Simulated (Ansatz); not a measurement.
`C[S][GeH]([F])[F]` → F₂ + `C[S][GeH]` at 500 K and 1 bar (germylene formation by 1,1-elimination).

Program: Ansatz. Geometries: PBE0-D4/def2-TZVP. ΔE: electronic, gas phase. CCSD(T)/CBS is the MP2 limit (def2-TZVPP, def2-QZVPP) plus CCSD(T) − MP2 in def2-TZVPP, frozen cores. This one scheme is used for every species. For Ge outer-core shells are correlated without core-valence functions, which leaves a few kJ/mol of doubt a bond. Scalar relativity is left out up to krypton. One conformer a species, not always the lowest.

| species | CCSD(T)/CBS energy (Eh) | H − E (kJ/mol) | S (J/(mol·K)) |
| --- | --- | --- | --- |
| `C[S][GeH]([F])[F]` | -2714.02980 | 183.7 | 434.9 |
| F₂ | -199.39789 | 21.7 | 218.2 |
| `C[S][GeH]` | -2514.34332 | 152.6 | 352.9 |

H − E and S are ideal-gas, rigid-rotor, harmonic terms from PBE0-D4/def2-TZVP, for one conformer and one mirror image of each species. 1 Eh = 2625.50 kJ/mol, R = 8.31446 J/(mol·K).

Problem. By hand: ΔE, ΔH, ΔS and ΔG.

Solution. ΔE = (-199.39789) + (-2514.34332) − (-2714.02980) = 0.28859 Eh = 757.7 kJ/mol. Δ(H − E) = 21.7 + 152.6 − 183.7 = -9.4, so ΔH = 748.3 kJ/mol. ΔS = 218.2 + 352.9 − 434.9 = 136.2 J/(mol·K). ΔG = 748.3 − 500 × (136.2)/1000 = 680.2 kJ/mol.

Problem. By hand: the equilibrium constant, and the temperature at which ΔG would vanish if ΔH and ΔS stayed fixed.

Solution. log₁₀ K = −ΔG/(RT ln 10) = -71.1. ΔG = 0 at ΔH/ΔS = 5494 K, far beyond where these terms or the molecules hold.

The number of gas molecules changes by +1, which sets the sign of ΔS. A doubt of 5 kJ/mol in ΔE shifts log₁₀ K by 0.5 here. Other conformers and mirror images would add mixing entropy, several J/(mol·K) or more a flexible species. Modes under 60 cm⁻¹, often nearly free rotors, make the harmonic entropy too high. These are equilibria of isolated gas molecules and say nothing of rates. Largest T1 diagnostic: 0.015 (customary marks: 0.02 for closed shells, 0.045 for open ones).
